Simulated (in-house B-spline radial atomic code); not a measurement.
Orbital energies and mean radii along the 11-electron series, configuration [Ne] 3s1. The effective charge is n√(-2ε), a non-relativistic measure. Computed with a radial B-spline atomic code at the basis-set limit: non-relativistic Hartree-Fock, average of the configuration, point nuclei.

This level leaves out relativity, spin-orbit splitting included, which matters for heavy ions.

```json
{"ion": "Ge21+", "Z": "32", "energy of 2p (Eh)": "-77.946", "mean radius of 2p (bohr)": "0.18148", "energy of 2s (Eh)": "-83.594", "mean radius of 2s (bohr)": "0.20929", "energy of 3s (Eh)": "-31.954", "mean radius of 3s (bohr)": "0.52095", "effective charge of 2p": "24.971"}
{"ion": "As22+", "Z": "33", "energy of 2p (Eh)": "-84.346", "mean radius of 2p (bohr)": "0.17511", "energy of 2s (Eh)": "-90.203", "mean radius of 2s (bohr)": "0.20224", "energy of 3s (Eh)": "-34.698", "mean radius of 3s (bohr)": "0.50141", "effective charge of 2p": "25.976"}
{"ion": "Se23+", "Z": "34", "energy of 2p (Eh)": "-90.997", "mean radius of 2p (bohr)": "0.16917", "energy of 2s (Eh)": "-97.063", "mean radius of 2s (bohr)": "0.19564", "energy of 3s (Eh)": "-37.553", "mean radius of 3s (bohr)": "0.48329", "effective charge of 2p": "26.981"}
{"ion": "Br24+", "Z": "35", "energy of 2p (Eh)": "-97.898", "mean radius of 2p (bohr)": "0.16361", "energy of 2s (Eh)": "-104.17", "mean radius of 2s (bohr)": "0.18946", "energy of 3s (Eh)": "-40.52", "mean radius of 3s (bohr)": "0.46644", "effective charge of 2p": "27.985"}
{"ion": "Kr25+", "Z": "36", "energy of 2p (Eh)": "-105.05", "mean radius of 2p (bohr)": "0.15842", "energy of 2s (Eh)": "-111.53", "mean radius of 2s (bohr)": "0.18366", "energy of 3s (Eh)": "-43.598", "mean radius of 3s (bohr)": "0.45074", "effective charge of 2p": "28.99"}
{"ion": "Rb26+", "Z": "37", "energy of 2p (Eh)": "-112.45", "mean radius of 2p (bohr)": "0.15354", "energy of 2s (Eh)": "-119.14", "mean radius of 2s (bohr)": "0.17821", "energy of 3s (Eh)": "-46.787", "mean radius of 3s (bohr)": "0.43607", "effective charge of 2p": "29.993"}
{"ion": "Sr27+", "Z": "38", "energy of 2p (Eh)": "-120.1", "mean radius of 2p (bohr)": "0.14896", "energy of 2s (Eh)": "-127", "mean radius of 2s (bohr)": "0.17307", "energy of 3s (Eh)": "-50.087", "mean radius of 3s (bohr)": "0.42234", "effective charge of 2p": "30.997"}
{"ion": "Zr29+", "Z": "40", "energy of 2p (Eh)": "-136.15", "mean radius of 2p (bohr)": "0.14056", "energy of 2s (Eh)": "-143.47", "mean radius of 2s (bohr)": "0.16363", "energy of 3s (Eh)": "-57.021", "mean radius of 3s (bohr)": "0.39732", "effective charge of 2p": "33.004"}
{"ion": "Nb30+", "Z": "41", "energy of 2p (Eh)": "-144.56", "mean radius of 2p (bohr)": "0.13671", "energy of 2s (Eh)": "-152.08", "mean radius of 2s (bohr)": "0.15928", "energy of 3s (Eh)": "-60.654", "mean radius of 3s (bohr)": "0.38589", "effective charge of 2p": "34.007"}
{"ion": "Mo31+", "Z": "42", "energy of 2p (Eh)": "-153.21", "mean radius of 2p (bohr)": "0.13307", "energy of 2s (Eh)": "-160.94", "mean radius of 2s (bohr)": "0.15516", "energy of 3s (Eh)": "-64.399", "mean radius of 3s (bohr)": "0.37511", "effective charge of 2p": "35.01"}
```

Task: How does the screening of 2p change?

Result: Z less the effective charge goes from 7.03 at Z = 32 to 6.99 at Z = 42.
